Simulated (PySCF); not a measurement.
# Which determinant of ZnSn⁺ lies lowest?

Unrestricted PBE0; basis Zn def2-SVPD, Sn def2-SVPD with ECP28; scalar-relativistic core potentials; PySCF 2.14. Outer shells of the fragments: Zn 3d10 4s2; Sn+ 4d10 5s2 5p1.

Followed along the bond (rough minima from three points):

| 2Ms+1 | unpaired | ⟨S²⟩ at the start | R at minimum (Å) | Te (eV) |
| --- | --- | --- | --- | --- |
| 2 | π ↑ | 0.76 | 2.78 | 0.00 |
| 2 | σ ↑ | 0.76 | none in the scan | ≤ 0.89 |
| 4 | σ ↑, π ↑↑ | 3.75 | none in the scan | ≤ 2.16 |

Solutions found at the starting distance of 2.640 Å, counted from the lowest of them; the search is not exhaustive and high or unbound solutions are not listed, so other states can lie among these:

```json
{"2Ms+1": "2", "unpaired": "π ↑", "term": "²Π", "E (eV)": "0.00", "⟨S²⟩": "0.76", "⟨Lz²⟩": "1.00", "μ (D)": "-2.34"}
{"2Ms+1": "2", "unpaired": "σ ↑", "term": "²Σ⁺", "E (eV)": "1.16", "⟨S²⟩": "0.76", "⟨Lz²⟩": "0.00", "μ (D)": "1.16"}
{"2Ms+1": "4", "unpaired": "σ ↑, π ↑↑", "term": "⁴Σ⁻", "E (eV)": "2.13", "⟨S²⟩": "3.75", "⟨Lz²⟩": "0.00", "μ (D)": "-4.16"}
{"2Ms+1": "4", "unpaired": "σ ↑↑, π ↑", "term": "⁴Π", "E (eV)": "2.40", "⟨S²⟩": "3.75", "⟨Lz²⟩": "1.00", "μ (D)": "-0.93"}
{"2Ms+1": "2", "unpaired": "σ ↓, π ↑↑", "term": "mixed", "E (eV)": "2.61", "⟨S²⟩": "1.76", "⟨Lz²⟩": "0.00", "μ (D)": "-4.39"}
{"2Ms+1": "2", "unpaired": "σ ↑, π ↑↓", "term": "mixed", "E (eV)": "2.64", "⟨S²⟩": "1.76", "⟨Lz²⟩": "2.01", "μ (D)": "-4.13"}
{"2Ms+1": "2", "unpaired": "σ ↑", "term": "mixed", "E (eV)": "3.34", "⟨S²⟩": "0.78", "⟨Lz²⟩": "2.00", "μ (D)": "-3.68"}
{"2Ms+1": "4", "unpaired": "σ ↑, π ↑↑", "term": "mixed", "E (eV)": "5.09", "⟨S²⟩": "3.76", "⟨Lz²⟩": "2.01", "μ (D)": "-0.11"}
{"2Ms+1": "2", "unpaired": "π ↑", "term": "²Π", "E (eV)": "6.99", "⟨S²⟩": "0.86", "⟨Lz²⟩": "1.00", "μ (D)": "-5.03"}
{"2Ms+1": "4", "unpaired": "σ ↑, π ↑, δ ↑", "term": "mixed", "E (eV)": "9.09", "⟨S²⟩": "3.76", "⟨Lz²⟩": "5.00", "μ (D)": "-6.85"}
```

A term symbol is given only where ⟨S²⟩ and ⟨Lz²⟩ are close to those of a pure state; real π, δ and φ orbitals otherwise mix terms. A positive dipole points towards Sn; it is taken about the centre of mass and depends on that origin.

Spin–orbit coupling is left out. Counting both spins, an empty level lies below a filled one in some of these solutions, because spin and occupation are held.
